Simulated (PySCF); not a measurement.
Compound: SiH3(NHiPr), C3H11NSi.
SMILES: `[H][Si]([H])([H])NC(C)C`

The closed-shell ground state was solved at several levels (PySCF, density fitting, gas phase, non-relativistic). Isolated species at its PBE0-D3(BJ)/def2-SVP geometry (one conformer only).

```json
{"level": "B3LYP/pcSseg-1", "basis functions": "147", "HOMO (eV)": "-6.44", "LUMO (eV)": "0.54", "gap (eV)": "6.98", "dipole (D)": "1.32"}
{"level": "wB97X-D/def2-SVPD", "basis functions": "192", "HOMO (eV)": "-8.59", "LUMO (eV)": "2.06", "gap (eV)": "10.65", "dipole (D)": "1.33"}
```

**Question.** What might PBE0/pcSseg-1 (147 basis functions) give for the same quantities?

**Answer.** HOMO -6.68 eV, LUMO 0.79 eV, gap 7.47 eV, dipole 1.33 D.

**Question.** Over all these levels, which gives the widest orbital gap and which the narrowest?

**Answer.** wB97X-D/def2-SVPD (range-separated hybrid) has the widest, 10.65 eV, and B3LYP/pcSseg-1 (global hybrid, 20 % exact exchange) the narrowest, 6.98 eV. Functional and basis both differ between the two, so the spread mixes both effects.

**Question.** How far do the dipole and the HOMO energy spread over the levels?

**Answer.** The dipole runs from 1.32 to 1.33 D (mean 1.33 D) and the HOMO from -8.59 to -6.44 eV.
